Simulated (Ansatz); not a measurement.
A nudged elastic band was laid between two geometries of CH6Sn (8 atoms, charge 0, multiplicity 1).

Computed with RKS LDA/def2-SVP (Ansatz).

```
movable images  : 5
climbing image  : yes
spring          : 5.0 eV/Å²
optimiser       : quadratic models (default)
start path      : through a guess of the saddle point
force threshold : 0.03 eV/Å
iteration limit : 60
end points      : relaxed
```

First end point:

```xyz
8
Properties=species:S:1:pos:R:3
Sn 0.454 0.017 0.044
C 1.054 -0.020 2.095
H 0.165 -0.138 2.747
H 1.746 -0.869 2.268
H 1.570 0.926 2.352
H 1.836 0.161 -0.969
H -0.587 1.355 -0.243
H -0.380 -1.432 -0.355
```

Last end point:

```xyz
8
Properties=species:S:1:pos:R:3
Sn 0.153 -0.477 -0.722
C 1.472 0.074 1.749
H 0.450 -0.370 1.618
H 2.152 -0.712 2.129
H 1.354 0.895 2.483
H 1.911 0.513 0.826
H -0.471 1.180 -0.467
H -1.162 -1.103 0.323
```

Task: What changes between the two ends?

Result: Bonds broken: Sn1–C2, Sn1–H6. Bonds formed: C2–H6. CH6Sn becomes CH4 + H2Sn.

Task: What energy profile does the band end with?

Result: The run converged. The highest image is number 3 of 0 to 6, 45.8 kcal/mol above the first end and 35.7 kcal/mol above the last; the last end lies 10.1 kcal/mol above the first. Neighbouring images differ by up to 1.4 eV, so the band resolves the path poorly. A vibrational analysis at the climbing image gives one clearly imaginary mode, 1017i cm⁻¹: a first-order saddle point. The orbitals stay closed-shell, which can raise the energy where a bond breaks towards radicals; this wasn't checked here.

```csv
image,path coordinate (Å),energy (kcal/mol),Sn1–C2 (Å),Sn1–H6 (Å),C2–H6 (Å)
0,0.00,0.0,2.14,1.72,3.17
1,0.54,5.1,2.11,1.71,2.73
2,1.07,26.0,2.18,1.67,2.24
3,1.61,45.8,2.46,1.72,1.77
4,2.37,13.0,2.79,2.06,1.16
5,3.13,10.2,2.88,2.44,1.12
6,3.89,10.1,2.85,2.54,1.11
```

Task: What is the geometry of the highest image?

Result: 
```xyz
8
Properties=species:S:1:pos:R:3
Sn 0.340 0.030 -0.475
C 1.152 -0.003 1.843
H 0.181 -0.137 2.356
H 1.824 -0.857 2.051
H 1.617 0.961 2.123
H 1.899 0.107 0.236
H -0.675 1.351 -0.038
H -0.480 -1.452 -0.158
```

The run took 75 s on 1 thread of Intel(R) Xeon(R) Platinum 8375C CPU @ 2.90GHz (Ice Lake), with other jobs on the host, peak memory 0.13 GiB.
